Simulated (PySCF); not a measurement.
**Bonding in `CC(C)C/C(F)=C/F`**

Compound: C6H10F2.
Numbering: `[CH3:1][CH:2]([CH3:3])[CH2:4]/[C:5]([F:6])=[CH:7]/[F:8]` (hydrogens: H9, H10, H11 on C1; H12 on C2; H13, H14, H15 on C3; H16, H17 on C4; H18 on C7)

Cartesian coordinates in Å at the GFN2-xTB level; atoms count from 1:
```
atom  x, y, z in Å
C1    -2.1080   -0.3746    0.5464
C2    -0.7148    0.2412    0.4589
C3    -0.6464    1.2518   -0.6822
C4     0.3317   -0.8730    0.2672
C5     1.7265   -0.3471    0.3173
F6     2.1044    0.0965    1.5342
C7     2.5608   -0.2844   -0.7098
F8     3.8088    0.2009   -0.6235
H9    -2.8532    0.4006    0.7047
H10   -2.1696   -1.0814    1.3706
H11   -2.3492   -0.8990   -0.3760
H12   -0.4967    0.7565    1.4002
H13   -1.3730    2.0449   -0.5249
H14   -0.8659    0.7691   -1.6325
H15    0.3412    1.7023   -0.7439
H16    0.1710   -1.3727   -0.6881
H17    0.2155   -1.6038    1.0716
H18    2.3083   -0.6215   -1.7020
```

Bond orders from the PBE0/pcSseg-1 density (PySCF). Isolated species at its GFN2-xTB geometry (one conformer only).

Problem. Where do the orders between heavy atoms depart from those drawn in the SMILES?

Solution. The largest departure is 0.224, at C5–C7 (drawn double, 1.776).

Problem. Set the Mayer orders of the bonds beside their lengths.

Solution. 
| bond | drawn as | length (Å) | Mayer order |
| --- | --- | --- | --- |
| C1–C2 | single | 1.526 | 1.045 |
| C2–C3 | single | 1.526 | 1.026 |
| C2–C4 | single | 1.541 | 0.985 |
| C4–C5 | single | 1.492 | 1.047 |
| C5–F6 | single | 1.349 | 0.952 |
| C5–C7 | double | 1.325 | 1.776 |
| C7–F8 | single | 1.342 | 0.945 |
| C1–H9 | single | 1.087 | 0.966 |
| C1–H10 | single | 1.087 | 0.965 |
| C1–H11 | single | 1.088 | 0.961 |
| C2–H12 | single | 1.095 | 0.938 |
| C3–H13 | single | 1.087 | 0.967 |
| C3–H14 | single | 1.088 | 0.963 |
| C3–H15 | single | 1.087 | 0.960 |
| C4–H16 | single | 1.090 | 0.942 |
| C4–H17 | single | 1.093 | 0.921 |
| C7–H18 | single | 1.078 | 0.983 |

Bonds between the same two heavy elements. C–C: lowest C2–C4 (0.985, 1.541 Å), highest C5–C7 (1.776, 1.325 Å). C–F: all 2 within 0.02 of one another (0.945 to 0.952).

Problem. Sum the orders of all bonds at each heavy atom with more than one neighbour and set the sums beside the valence in the SMILES.

Solution. C1 3.937 (drawn 4), C2 3.994 (drawn 4), C3 3.916 (drawn 4), C4 3.895 (drawn 4), C5 3.775 (drawn 4), C7 3.704 (drawn 4). Orders between atoms that aren't bonded are not in these sums.

Mayer orders depend on the basis set.
